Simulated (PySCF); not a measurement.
F4H2OSi2, SMILES O([SiH2]F)[Si](F)(F)F. Heavy atoms are numbered as in [SiH2:1]([F:2])[O:3][Si:4]([F:5])([F:6])[F:7]. Hydrogens are named by the atom that carries them.

Geometry optimised at PBE0-D3(BJ)/def2-SVP. One conformer was computed; it need not be the lowest.

These are ωB97X/def2-TZVP (PySCF) values and carry that method's errors.

ESP charges are fitted to the potential on shells at 1.4 to 2.0 van der Waals radii. Atomic charges (e), one atom of each kind:

```json
[
 {"atom": "Si1 (SiH2)", "ESP fit": "0.61", "Löwdin": "0.14"},
 {"atom": "F2", "ESP fit": "-0.26", "Löwdin": "0.00"},
 {"atom": "O3", "ESP fit": "-0.44", "Löwdin": "0.05"},
 {"atom": "Si4", "ESP fit": "1.06", "Löwdin": "-0.24"},
 {"atom": "F5", "ESP fit": "-0.29", "Löwdin": "0.05"},
 {"atom": "H on Si1", "ESP fit": "-0.07", "Löwdin": "-0.04"}
]
```

Computed Mayer and Wiberg (Löwdin basis) orders of the bonds:
| bond | Mayer | Wiberg |
|---|---|---|
| Si1–F2 | 1.11 | 1.73 |
| Si1–O3 | 1.08 | 1.52 |
| O3–Si4 | 1.21 | 1.62 |
| Si4–F5 | 1.17 | 1.74 |
| Si4–F6 | 1.15 | 1.73 |
| Si4–F7 | 1.17 | 1.74 |
